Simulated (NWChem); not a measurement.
System: bromotrifluoromethane (CBrF3); SMILES BrC(F)(F)F

```xyz
5

F      0.8757     0.8757    -1.2687
C      0.0000     0.0000    -0.8182
F      0.3205    -1.1962    -1.2687
F     -1.1962     0.3205    -1.2687
Br     0.0000     0.0000     1.1129
```
Atoms are numbered in this order, from 1.

The geometry was optimised at PBE0/def2-SVP.

 States above −ε(HOMO) = 7.8 eV lie in this functional's continuum and hang on the basis.

Q: List the 4 lowest vertical singlet excitations from PBE/def2-SVPD, TDA (NWChem).

A: 
| state | energy (eV) | oscillator strength | leading excitation (squared amplitude) |
|---|---|---|---|
| S1 | 6.15 | 0.000 | HOMO → LUMO (0.99) |
| S2 | 6.15 | 0.000 | HOMO−1 → LUMO (0.99) |
| S3 | 8.02 | 0.087 | HOMO → LUMO+1 (0.99) |
| S4 | 8.02 | 0.087 | HOMO−1 → LUMO+1 (0.99) |
